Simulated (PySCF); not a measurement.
Bi(H)2(Et) (C2H7Bi), SMILES C[CH2][BiH2]. Coordinates come from a PBE0-D3(BJ)/def2-SVP optimisation. The def2 effective core potentials stand for the cores of Bi; spin–orbit coupling is left out.

The numbers are results of PBE0-D3(BJ)/def2-SVP in PySCF 2.14.0, not measurements.

Harmonic wavenumbers (cm⁻¹): 106, 223, 242, 436, 509, 593, 718, 777, 958, 970, 1076, 1195, 1243, 1389, 1443, 1466, 1468, 1807, 1815, 3037, 3079, 3124, 3136, 3157. Rotational constants (GHz): 21.75, 2.419, 2.305; symmetry number 1.

**Question.** Work out the zero-point energy and the ideal-gas rigid-rotor harmonic-oscillator thermochemistry at 298.15 K and 1 atm.

**Answer.** ZPE = ½ Σ hcν = ½ × 33965 cm⁻¹ = 48.55 kcal/mol. H − E(el) = 52.66 kcal/mol. Entropy in cal/(mol K): translation 42.33, rotation 25.39, vibration 9.95, total 77.66. G − E(el) = 29.51 kcal/mol. Cp = 20.57 cal/(mol K). Modes under 150 cm⁻¹ make the vibrational entropy uncertain.
